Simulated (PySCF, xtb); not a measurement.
diphosphane (H4P2), SMILES PP.

GFN2-xTB run with xtb at its own geometry gives an orbital gap of 4.75 eV and a dipole moment of 0.01 D.

Geometry: B3LYP-D3(BJ)/def2-TZVP.

### Question
What does ωB97X/def2-TZVPD run with PySCF give? (The exact figures need the calculation; the answer reports its results.)

### Answer
gap 10.61 eV (levels -9.14 and 1.48 eV), dipole 0.00 D.
